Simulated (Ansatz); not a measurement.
Reaction (substitution at a C–In bond): `C[NH][In]([CH3])[F]` + `B[SeH]` → `B[Se]C` + `C[NH][InH][F]`

Gas-phase electronic energies from Ansatz, PBE0-D4/def2-TZVP geometries. CCSD(T)/CBS adds triple-zeta CCSD(T) − MP2 to the extrapolated MP2 energy (def2 sets, frozen cores). DFT in def2-TZVPP. Elements past krypton have def2 core potentials. For In, Se outer-core shells are correlated without core-valence functions, which leaves a few kJ/mol of doubt a bond. Scalar relativity is left out up to krypton. One conformer a species, not always the lowest.

`C[NH][In]([CH3])[F]`:

Z-matrix (Å, degrees):
```
C
N 1 1.442
H 1 1.098 2 112.5
H 1 1.098 2 112.6 3 121.6
H 1 1.093 2 110.5 3 -119.2
In 2 1.991 1 129.6 3 119.5
H 2 1.008 1 113.8 3 -60.7
F 6 1.969 2 105.3 1 179.9
C 6 2.121 2 138.1 1 -0.2
H 9 1.089 6 108.4 2 178.2
H 9 1.090 6 110.1 2 -61.9
H 9 1.090 6 110.1 2 58.2
```

`B[SeH]`:

Cartesian coordinates in Å:
```
B -0.259 0.362 -0.456
Se 0.584 0.077 1.220
H -0.513 -0.549 -1.177
H -0.508 1.496 -0.724
H 0.698 -1.386 1.137
```

`B[Se]C`:

Z-matrix (Å, degrees):
```
C
Se 1 1.951
H 1 1.088 2 108.8
H 1 1.088 2 108.8 3 -119.5
H 1 1.087 2 108.9 3 120.3
B 2 1.884 1 102.6 3 -120.5
H 6 1.192 2 116.3 1 180.0
H 6 1.193 2 120.5 1 0.0
```

`C[NH][InH][F]`:

Cartesian coordinates in Å:
```
C -1.018 0.474 -0.680
N -0.009 0.630 0.346
In 1.344 -0.736 0.835
F 0.974 -2.260 -0.347
H -2.034 0.559 -0.276
H -0.912 1.216 -1.480
H -0.930 -0.514 -1.136
H -0.033 1.522 0.810
H 2.618 -0.892 1.927
```

```csv
level,ΔE (kJ/mol)
ωB97M-V,24.5
PBE,23.1
HF/def2-TZVPP,25.9
HF/def2-QZVPP,25.8
```

Problem. What does CCSD(T)/CBS give? (Best estimate.)

Solution. The calculation gave: +28.7 kJ/mol. The listed levels differ from it by -4.2, -5.6, -2.8, -2.9 kJ/mol.

Largest T1 diagnostic among the species: 0.016.

Leaving LDA and LC-ωPBE aside and taking each functional with its dispersion term where it has one, the values, not all of them listed here, spread over 10.8 kJ/mol, from B97M-V to B2PLYP. LDA lies −4.7 kJ/mol from PBE without D4.
